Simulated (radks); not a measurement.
Species: S+. Configuration: [Ne] 3s2 3p3. Method: Dirac Kohn-Sham, PBEsol, spin-unpolarised, spherical densities, finite nucleus; open shells are shared between the two j in proportion to 2j + 1; Fermi nuclear charge, rms radius 3.2611 fm; computed with a radial shooting solver on a logarithmic mesh with Libxc functionals.

Normalised radial functions P(r) = r R(r) (large component), r in bohr:

```
   r/bohr * 1s1/2 (the largest magnitude, 2.88, reaches the edge; | marks zero)
 0.008237 |                *
 0.009287 |                  *
  0.01056 |                    *
   0.0119 |                       *
  0.01342 |                         *
  0.01513 |                           *
  0.01706 |                              *
  0.01923 |                                 *
  0.02186 |                                    *
  0.02465 |                                       *
  0.02779 |                                          *
  0.03133 |                                            *
  0.03533 |                                               *
  0.03983 |                                                 *
  0.04491 |                                                   *
  0.05104 |                                                     *
  0.05755 |                                                      *
  0.06489 |                                                      *
  0.07316 |                                                     *
  0.08249 |                                                    *
    0.093 |                                                  *
   0.1057 |                                              *
   0.1192 |                                          *
   0.1344 |                                      *
   0.1515 |                                *
   0.1708 |                           *
   0.1926 |                      *
   0.2189 |                *
   0.2468 |            *
   0.2783 |        *
   0.3138 |     *
   0.3538 |   *
   0.3989 | *
   0.4533 |*
   0.5111 |*
   0.5763 *
   0.6498 *
   0.7326 *
    0.826 *
   0.9314 *
    1.059 *
    1.193 *
    1.346 *
    1.517 *
    1.711 *
    1.929 *
    2.192 *
    2.472 *
    2.787 *
    3.142 *
    3.543 *
    3.994 *
     4.54 *
    5.119 *
    5.771 *
    6.507 *
```

1s1/2: eigenvalue -2413.5 eV, 0 radial nodes, <r> = 0.0970 bohr, 90 % of the charge inside 0.173 bohr.
